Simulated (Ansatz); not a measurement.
Consider the ligand exchange at the Si–O bond: `[NH2][Al]([NH2])[O][SiH3]` + `O=C[SiH](O)Cl` → `O=C[SiH](Cl)O[SiH3]` + `[NH2][Al]([NH2])[OH]`.

Program: Ansatz. Geometries: PBE0-D4/def2-TZVP. ΔE: electronic, gas phase. CCSD(T)/CBS is the MP2 limit (def2-TZVPP, def2-QZVPP) plus CCSD(T) − MP2 in def2-TZVPP, frozen cores. This one scheme is used for every species. DFT in def2-TZVPP. Each species was taken in one conformer, which may not be the lowest.

```csv
species,r2SCANh energy (Eh)
`[NH2][Al]([NH2])[O][SiH3]`,-720.98253
`O=C[SiH](O)Cl`,-940.07213
`O=C[SiH](Cl)O[SiH3]`,-1230.78389
`[NH2][Al]([NH2])[OH]`,-430.26535
```

Problem. Work out ΔE.

Solution. ΔE = (-1230.78389) + (-430.26535) − (-720.98253) − (-940.07213) = 0.00542 Eh = +14.2 kJ/mol. CCSD(T)/CBS gives +9.5 kJ/mol.

Largest T1 diagnostic among the species: 0.014.

At CCSD(T), def2-SVP lies +3.7 kJ/mol from the extrapolated value and def2-TZVPP +1.6 kJ/mol. The D4 term adds −5.2 kJ/mol with B3LYP and −2.8 kJ/mol with PBE0; it sums over pairs of atoms, weighted by their polarisabilities, and B3LYP, whose exchange is more repulsive, gets the larger term. Leaving LDA and LC-ωPBE aside and taking each functional with its dispersion term where it has one, the values, not all of them listed here, spread over 6.0 kJ/mol, from BLYP-D4 to B97M-V.

B3LYP here is the variant with VWN-RPA as its local correlation; programs differ in this.
